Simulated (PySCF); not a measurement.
Spin states and ions at one geometry of [TlH]2+

PySCF 2.14.0, RKS r2SCAN, Tl def2-SVP with ECP60, H def2-SVP; non-relativistic Hamiltonian with scalar-relativistic core potentials where named; density fitting; no spin-orbit coupling; singlets restricted, open shells unrestricted. The geometry is relaxed for charge +2, singlet, vacuum:

```xyz
2

Tl    0.0000    0.0000    0.0865
H     0.0000    0.0000    1.8642
```

Energies count from the relaxed state; an electron taken off or put on is at rest in vacuum. Charges and spins are Mulliken's.

Problem. Order these states by energy, lowest first.
A. charge +2, singlet, vacuum
B. charge +2, triplet, vacuum
C. charge +3, doublet, vacuum
D. charge +1, doublet, vacuum

Solution. D (-17.05 eV), A (0.00 eV), B (4.07 eV), C (29.86 eV).

Problem. How do charge and spin on the first atom follow?

Solution. 
```tsv
state	spin squared	charge on Tl1 (e)	spin on Tl1 (e)	dipole about the centre of mass (D)
charge +2, singlet, vacuum	0.00	1.53	0.00	1.71
charge +2, triplet, vacuum	2.00	1.72	1.32	2.37
charge +3, doublet, vacuum	0.75	2.34	0.70	3.72
charge +1, doublet, vacuum	0.76	0.88	0.39	0.66
```

With an electron taken off (doublet) the charges change, summed by element, by Tl +0.81 e, H +0.19 e. The vertical ionisation energy is 29.86 eV, against −ε(HOMO) = 25.92 eV of the relaxed state. The level lies 3.9 eV too high, as is usual for semilocal functionals and global hybrids, which keep a self-interaction error.

With an electron put on (doublet) the charges change, summed by element, by Tl -0.65 e, H -0.35 e. The vertical electron affinity is 17.05 eV, against −ε(LUMO) = 20.31 eV of the relaxed state.

Open shells may have lower solutions than those found.

No frequency check is given that shows the relaxed geometry to be a minimum.
